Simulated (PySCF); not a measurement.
[Pr(NH2)2]+ at several levels of theory

Computed with PySCF 2.14.0 (density fitting, no spin-orbit coupling) at the geometry relaxed with PBE0:

```xyz
7
[Pr(NH2)2]+ (singlet in the valence; each metal's 4f electrons, 2 of them, lie in its core potential, out of spins and levels)
Pr    0.0000    0.7688    0.0129
N     1.7206    0.0290    1.0782
H     1.6641   -0.5561    1.9173
H     2.7183    0.1563    0.8915
N    -1.7206    0.0290    1.0782
H    -2.7183    0.1563    0.8915
H    -1.6641   -0.5561    1.9173
```

| level | basis | state | HOMO (eV) | gap (eV) | charge on Pr1 (e) | population of f-type functions on Pr1 (polarisation alone where 4f lies in the core) | dipole about the centre of mass (D) | largest force component (eV/Å) |
| --- | --- | --- | --- | --- | --- | --- | --- | --- |
| PBE0 | Pr lcecp-1-SVP with ECP48, N def2-SVP, H def2-SVP | singlet | -11.46 | 5.21 | 1.25 | 0.07 | 2.86 | 0.01 |
| wB97X | the same | singlet | -13.79 | 9.46 | 1.29 | 0.08 | 3.31 | 0.07 |
| HF | the same | singlet | -14.45 | 10.22 | 1.59 | 0.08 | 4.10 | 0.97 |

In the lcecp rows the 4f levels are missing from HOMO and gap, and the state counts the valence alone.

Charges are Mulliken's, which hang on the basis. The relaxation used the grid (50, 194), these runs (75, 302) or, all-electron (x2c bases, spin-free X2C Hamiltonian), (99, 590).

Problem. What does PBE0 with Pr lcecp-1-TZVP with ECP48, N def2-TZVP, H def2-TZVP give here?

Solution. state singlet, HOMO (eV) -11.49, gap (eV) 5.24, charge on Pr1 (e) 1.63, population of f-type functions on Pr1 (polarisation alone where 4f lies in the core) 0.08, dipole about the centre of mass (D) 3.13, largest force component (eV/Å) 0.30. Time: 9.3 s on 2 threads of Arm Neoverse V1 (shared host), from free ions and atoms.

In the first row's basis the gap widens with exact exchange: 5.2 eV for PBE0 (a fixed share); 9.5 to 10.2 eV for wB97X, Hartree–Fock (rising or full at long range).

An lcecp potential fixes the number of 4f electrons, so in runs with it no electron can move into or out of that shell.
